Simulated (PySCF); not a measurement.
**A small calculation by hand: oscillator strength and radiative lifetime**

CH3ClOPb, SMILES [O]([Pb][Cl])C (connectivity only; charge and spin as stated), neutral, multiplicity 1.

Coordinates come from a B3LYP-D3(BJ)/def2-SVP optimisation. The def2 effective core potentials stand for the cores of Pb; spin–orbit coupling is left out. Other conformers were not sampled.

TDA-LC-ωPBE/def2-SVPD (PySCF) puts the first singlet state with f over 0.02 at 4.92 eV (vertical), with the transition dipole (0.027, -0.559, 0.000) in atomic units.

**Question.** Find the oscillator strength, the wavelength and the radiative lifetime that this transition would have in vacuum if emission retraced absorption.

**Answer.** 
|μ|² = 0.3132 au, so |μ| = 1.42 D. ΔE = 4.92/27.211 = 0.1808 hartree. f = (2/3) ΔE |μ|² = 0.038 (the program prints 0.038).
λ = 1239.84/4.92 = 252 nm; ν = 39682 cm⁻¹.
Einstein's coefficient A = 0.6670 ν² f s⁻¹ (ν in cm⁻¹) = 4.0e7 s⁻¹, so τ = 1/A = 25 ns. This state is S2; the lower singlet has f = 0.019. The figure is the radiative limit of this one transition; relaxation, internal conversion, crossing to triplets and a medium change what is measured.
